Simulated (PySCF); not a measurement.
# What a mistake does to a calculation on AlBGeH5O cation

All numbers below are calculated, not measured. They come from PySCF 2.14.0, an open-source quantum chemistry program, on an isolated molecule that a program drew, which may never have been made. The molecule is AlBGeH5O cation (charge +1, singlet), drawn as the SMILES string `[BH+][O][AlH][GeH3]`.

Each row is a Hartree-Fock (HF) and frozen-core CCSD(T) single point in the cc-pV(D+d)Z basis, meant for a local HF minimum. Run 1 is clean. Each other run has one planted mistake out of seven kinds, and not every kind appears here: one electron removed, one electron added, multiplicity raised by two, geometry at a saddle point, minimal basis STO-3G, one bond length entered in bohr, all coordinates scaled. The reference is restricted for singlets and unrestricted otherwise, and also for a bond in bohr. Adding or removing an electron swaps singlet and doublet. Electrons count all cores. HOMO and LUMO are orbital energies over both spins, the gradient is its largest component, and the lowest frequency (negative if imaginary) is given only where the gradient is small. Bond lengths are over the 8 bonds as drawn. T1 is the CCSD diagnostic: over 0.02 (restricted) or 0.045 (unrestricted) a single reference is doubtful. Germanium has the cc-pVDZ-PP basis, with a core potential (ECP10MDF) in place of its 10 inner electrons, and its 3s, 3p and 3d shells are frozen in CCSD(T).

Geometry of the clean run:
```xyz
9
AlBGeH5O cation, angstrom
B    -0.4575   -3.8192   -1.9379
O    -0.4473   -2.9292   -1.1160
Al   -0.3199   -1.5579    0.2015
Ge   -2.4778   -0.3253    0.4801
H    -0.4707   -4.6776   -2.7319
H     1.1523   -1.6554    0.6986
H    -3.5365   -1.3441    0.8935
H    -2.8318    0.2900   -0.8710
H    -2.2871    0.7436    1.5465
```

| run | electrons | basis functions | <S^2> | HOMO (eV) | LUMO (eV) | gradient (hartree/bohr) | lowest frequency (cm^-1) | mean bond (Å) | longest bond (Å) | T1 | HF (hartree) | CCSD(T) (hartree) | mistake |
|---|---|---|---|---|---|---|---|---|---|---|---|---|---|
| 1 | 62 | 99 | 0.000 | -14.44 | -3.44 | 4.6e-05 | 22 | 1.6149 | 2.501 | 0.0166 | -637.59965 | -638.05846 | no fault |
| 2 | 61 | 99 | 0.776 | -22.27 | -12.60 | 7.5e-02 | - | 1.6149 | 2.501 | 0.0184 | -637.10348 | -637.53627 | one electron removed |
| 3 | 62 | 99 | 0.693 | -14.43 | -5.04 | 2.1e-02 | - | 1.7449 | 2.501 | 0.0670 | -637.46358 | -637.92410 | one bond length entered in bohr |
| 4 | 62 | 99 | 0.000 | -14.34 | -3.44 | 2.3e-02 | - | 1.6455 | 2.548 | 0.0173 | -637.59682 | -638.05876 | all coordinates scaled |
| 5 | 62 | 99 | 2.009 | -10.40 | -6.51 | 4.8e-02 | - | 1.6149 | 2.501 | 0.0269 | -637.46062 | -637.91222 | multiplicity raised by two |
| 6 | 63 | 99 | 0.779 | -4.56 | 1.86 | 2.7e-02 | - | 1.6149 | 2.501 | 0.0258 | -637.74565 | -638.22769 | ? |

**Which mistake was planted in run 6, and what did it cost?**

It counts 63 electrons, one more than the clean run, at the same geometry and basis. So the mistake is: one electron added. Subtracting run 1 and multiplying by 627.51 kcal/mol a hartree, the energy moved by -91.6 kcal/mol in HF and -106.2 kcal/mol in CCSD(T).

Cautions from the logs. Run 3: T1 is over the limit, so its CCSD(T) energy is less reliable.
